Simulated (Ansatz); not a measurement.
A structure relaxed at PBE-D4/def2-SVP in Ansatz, charge -1, doublet:

```xyz
10

Al    2.279   -0.082   -1.082
Al    0.122    1.115   -1.944
Al   -0.297   -1.054   -0.346
Al    1.216    1.486    0.714
Al   -2.344    0.217   -1.806
Al    1.794   -0.842    1.707
Al   -1.303    1.857    0.207
Al   -0.671    0.032    2.123
Si    1.858   -2.391   -0.221
Si   -2.654   -0.338    0.647
```

Problem. Give its formula.

Solution. Al₈Si₂⁻ (the lowest doublet isomer of a short search).

Problem. Summarise the bond lengths by kind (pairs closer than 1.2 times the sum of covalent radii, bridged metal pairs left out).

Solution. 15 × Al–Al 2.60 to 2.90 Å; 7 × Al–Si 2.47 to 2.66 Å.

The structure comes from a short search, and lower isomers may exist.
